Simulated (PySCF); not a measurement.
Si(Cl)(F)2(SeH) (ClF2HSeSi), SMILES F[Si](F)(Cl)[SeH]. Geometry optimised at r2SCAN-D4/def2-SVP. The structure was generated by enumeration, and PubChem lists no compound with its InChIKey, so it may never have been made. The values are those of a single conformer.

Computed with r2SCAN-D4/def2-SVP (PySCF).

Harmonic wavenumbers (cm⁻¹): 99, 156, 177, 241, 246, 294, 430, 602, 681, 889, 976, 2436. Rotational constants (GHz): 2.717, 1.178, 1.041; symmetry number 1.

Q: Work out the zero-point energy and the ideal-gas rigid-rotor harmonic-oscillator thermochemistry at 298.15 K and 1 atm.

A: ZPE = ½ Σ hcν = ½ × 7226 cm⁻¹ = 10.33 kcal/mol. H − E(el) = 15.24 kcal/mol. Entropy in cal/(mol K): translation 41.49, rotation 28.96, vibration 15.32, total 85.77. G − E(el) = -10.34 kcal/mol. Cp = 23.12 cal/(mol K). Modes under 150 cm⁻¹ make the vibrational entropy uncertain.
